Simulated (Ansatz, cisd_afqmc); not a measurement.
Species: C$_{2}$H$_{6}$B, charge 0, doublet. C2H6B (SMILES BC[CH2], doublet).
B3LYP-D3(BJ)/def2-TZVP minimum from Ansatz (a first-principles code):
```xyz
9

B     -0.6721     1.0533     0.6276
H     -0.5819     1.6660     1.6472
H     -1.5380     1.3298    -0.1455
C      0.2501    -0.1734     0.3833
C      0.3791    -0.7272    -0.9813
H     -0.3469    -0.8696     1.0322
H      1.2087    -0.1087     0.9027
H     -0.4837    -0.7967    -1.6296
H      1.3273    -1.0835    -1.3569
```
Charge 0, spin multiplicity 2.

Total energies in cc-pVDZ, 17 correlated electrons, 3 frozen orbitals. UHF or UKS for unpaired electrons; spin-orbit terms are left out. Cores are frozen in correlated methods. No relativity. The Monte Carlo rows (phaseless AFQMC, CISD trial, step 0.005/hartree) carry one-sigma bars that omit the constraint's bias. Outlying blocks are dropped, and bars are widened where a walk drifts. Over all cases where full CI ran beside it in this data, AFQMC minus full CI had a median of +0.1 mEh and passed +0.4 mEh in a tenth of the cases.

```tsv
method	program	energy (Eh)	minus CCSDT(Q) (mEh)
HF	Ansatz	-103.85033	404.19
MP2	Ansatz	-104.19367	60.85
CCSD	Ansatz	-104.24286	11.65
CCSD(T)	Ansatz	-104.25301	1.50
CCSDT(Q)	Ansatz	-104.25452	0.00
AFQMC/CISD	cisd_afqmc	-104.2537 ± 0.0004	0.8 ± 0.4
```

Rough core times of Ansatz's runs on a shared machine: CCSD(T) under 20 s, CCSDT(Q) 20 min.
